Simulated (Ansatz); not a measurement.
Ideal-gas functions of Al$_{2}$FHSe, SMILES `[F][Al]1[AlH][Se]1` at 298.15 K and 1 bar, from an Ansatz frequency run at PBE0-D4/def2-TZVP.

Molar mass 152.93 g/mol, point group Cs (symmetry number 1), electronic degeneracy 1, moments of inertia 125.091, 262.088, 387.179 u Å². Harmonic wavenumbers (cm⁻¹, unscaled): 144, 148, 257, 339, 395, 422, 517, 877, 1939.

Use S(trans) = R[1.5 ln M + 2.5 ln T − 1.1517]; rotational temperatures θ = 24.2544 K / I; S(rot) = R[ln(√π/σ · √(T³/θAθBθC)) + 1.5]; for each mode x = 1.438777 ν̃/T, S = R[x/(eˣ − 1) − ln(1 − e⁻ˣ)] and H = RT x/(eˣ − 1); 1 cm⁻¹ = 0.0119627 kJ/mol; R = 8.31446 J/(mol·K).

Question: By hand: the entropy, in J/(mol·K).

Answer: Translation 171.6. Rotation: θ = 0.1939, 0.0925, 0.0626 K, giving 116.5. Vibration, mode by mode: 11.51, 11.29, 7.04, 5.09, 4.11, 3.70, 2.58, 0.64, 0.01, in all 46.0. Electronic 0.0. Sum 334.1 J/(mol·K).

Question: By hand: H − E and G − E in kJ/mol, counted from the electronic energy.

Answer: Zero-point energy ½ × 5038 × 0.0119627 = 30.1; thermal vibration 7.9; translation, rotation and pV give 4 RT = 9.9. H − E = 47.9 kJ/mol, and G − E = 47.9 − 298.15 × 334.1/1000 = -51.7 kJ/mol.

Vibration gives 14 % of the entropy, 22.8 J/(mol·K) of it from the modes under 150 cm⁻¹: soft modes count most, and the harmonic formula is weakest for them.
